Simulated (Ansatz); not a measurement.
`NC([SiH3])[SeH]` and `NC([SiH3])N[SiH3]` differ in one atom or group.

Ansatz, PBE0-D4/def2-TZVP geometries, multiplicity 1. Each molecule was computed in one conformer, which needn't be the lowest.

Scalar relativity is left out up to krypton. Spin–orbit coupling is left out; it splits and shifts lone-pair levels of the heavy atoms by tenths of an eV.

| property | `NC([SiH3])[SeH]` |
| --- | --- |
| size of the dipole moment (ωB97M-V/def2-TZVPP) / D | 1.94 |
| HOMO energy (B3LYP/def2-TZVPP) / eV | -6.18 |
| HOMO–LUMO gap (PBE0/def2-TZVPP) / eV | 6.10 |
| size of the dipole moment (PBE/def2-TZVPP) / D | 1.85 |
| size of the dipole moment (B3LYP/def2-TZVPP) / D | 1.93 |
| HOMO–LUMO gap (ωB97M-V/def2-TZVPP) / eV | 10.06 |

(1) What does the change do to each property? (Estimate.)

Answers

(1) The calculation gave: 
| property | `NC([SiH3])N[SiH3]` | shift |
| --- | --- | --- |
| size of the dipole moment (ωB97M-V/def2-TZVPP) / D | 1.08 | -0.86 |
| HOMO energy (B3LYP/def2-TZVPP) / eV | -6.37 | -0.19 |
| HOMO–LUMO gap (PBE0/def2-TZVPP) / eV | 6.71 | 0.61 |
| size of the dipole moment (PBE/def2-TZVPP) / D | 1.19 | -0.66 |
| size of the dipole moment (B3LYP/def2-TZVPP) / D | 1.08 | -0.85 |
| HOMO–LUMO gap (ωB97M-V/def2-TZVPP) / eV | 10.60 | 0.54 |

With PBE0 the HOMO falls by 0.18 eV and the LUMO rises by 0.43 eV, so the gap widens by about 0.61 eV. PBE moves the HOMO by -0.07 eV and ωB97M-V by -0.27 eV. Dipoles are sizes alone; their direction can turn.

B3LYP here is the variant with VWN-RPA as its local correlation; programs differ in this.
